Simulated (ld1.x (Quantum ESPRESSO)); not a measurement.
Which setting gave this result? (Sb, TM)

Base potential:

antimony, norm-conserving Troullier–Martins (Kleinman–Bylander form), made with ld1.x (Quantum ESPRESSO) 7.5 (LDA (PZ), scalar-relativistic). Core [Kr] 4d10, reference 5s2 5p3. Waves: 5p (bound): rc 2.50 bohr; 5s (bound): rc 2.00 bohr. Local part: the s channel. Core correction: none.

Cutoffs, loose and tight: the cutoffs (Ry, on a coarse ladder) from which the occupation-weighted sum of valence levels, in a spherical-Bessel basis at the reference potential, stays within 10 and 1 mRy of its value at 400 Ry. They do not see the model core or the augmentation charge, which bear on the density cutoff. Test errors are all-electron minus pseudo excitation energies from the reference, over the configurations 5s2 5p2; 5s2 5p1; 5s2 5p0; 5s2 5p2.5; 5s1 5p4; 5s0 5p5; 5s1 5p0 (two spin-polarised tests are not counted in the largest error); variants that change the core or the reference have their own tests.

Only the scale of all radii (base = 1) is moved:

```csv
scale of all radii (base = 1),"cutoff, loose","cutoff, tight",bound ghosts,largest test error (meV),median size of the test errors
0.76,50 Ry,100 Ry,none,+516,34.2 meV
0.84,30 Ry,55 Ry,none,+508,30.9 meV
0.89,25 Ry,50 Ry,none,+507,30.1 meV
1.01,25 Ry,35 Ry,none,+490,27.9 meV
1.09,21 Ry,35 Ry,none,+463,26.2 meV
1.14,21 Ry,30 Ry,none,+437,25.1 meV
1.2,18 Ry,30 Ry,none,+404,24.1 meV
1.4,10 Ry,21 Ry,none,+272,21.2 meV
```

Problem. One more run gave cutoff, loose: 12 Ry; cutoff, tight: 25 Ry; bound ghosts: none; largest test error (meV): +343; median size of the test errors: 23.6 meV. Which value of the scale of all radii (base = 1) was used?

Solution. 1.28. The median size of the test errors moves one way along this sweep, from 34.2 meV at 0.76 to 21.2 meV at 1.4, which places the run between 1.2 and 1.4.
